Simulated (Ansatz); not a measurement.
C3H7AlClFO, SMILES `CC(C)[O][Al]([F])[Cl]`, relaxed with RKS PBE0-D4/def2-TZVP in Ansatz from a GFN2-xTB geometry. The force threshold is 0.005 eV/Å; the program also tests the step.

The species carries charge 0 and has multiplicity 1.

Start:

```xyz
14

C     0.515    0.482    1.376
C    -0.552    0.360    0.295
C    -1.333   -0.943    0.430
O     0.039    0.417   -0.976
Al    1.232    0.275   -2.094
F     2.800    0.039   -1.617
Cl    0.765    0.410   -4.051
H     1.062    1.414    1.249
H     1.217   -0.344    1.283
H     0.063    0.464    2.364
H    -1.246    1.211    0.363
H    -2.064   -1.022   -0.371
H    -1.848   -0.977    1.386
H    -0.649   -1.787    0.361
```

**Question.** By how much does the energy fall, and how many steps does the optimiser take? (Estimate.)

**Answer.** The calculation gave: 8.37 kJ/mol, in 31 steps, 3 of them rejected.

**Question.** Which bonds change most? (Estimate.)

**Answer.** Ansatz gave: Al5–Cl7 from 2.016 to 2.071 Å; O4–Al5 from 1.641 to 1.665 Å; Al5–F6 from 1.656 to 1.642 Å; C2–O4 from 1.403 to 1.414 Å.

**Question.** Give the relaxed structure. (Best estimate.)

**Answer.** Computed: 
```xyz
14

C     0.496    0.686    1.318
C    -0.603    0.426    0.307
C    -1.139   -0.989    0.394
O    -0.144    0.702   -1.002
Al    1.027    0.091   -2.015
F     2.006   -1.149   -1.569
Cl    1.276    0.906   -3.902
H     0.872    1.706    1.221
H     1.327   -0.011    1.166
H     0.127    0.553    2.338
H    -1.426    1.127    0.493
H    -1.919   -1.150   -0.354
H    -1.567   -1.184    1.380
H    -0.335   -1.713    0.225
```
